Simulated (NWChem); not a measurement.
Molecule: GaHCl$_{2}$; SMILES [Cl][GaH][Cl]

Program: NWChem. Pople sets run with spherical d functions. Coordinates come from a PBE-D3(BJ)/def2-SVP optimisation. Level B3LYP/6-31G*: energy and gradient on several grids; changes count from the extra-fine grid, which is no exact limit either.

Which is the coarsest grid (xfine; fine; medium; xcoarse; coarse) from which on the energy stays within 100 μHa and each gradient component within 200 μHa/bohr of xfine?

medium.
```tsv
grid	size of the energy change (μHa)	largest change of a gradient component (μHa/bohr)
xcoarse	1000	900
coarse	40	1000
medium	10	< 30
fine	< 10	< 30
xfine	< 10	< 30
```
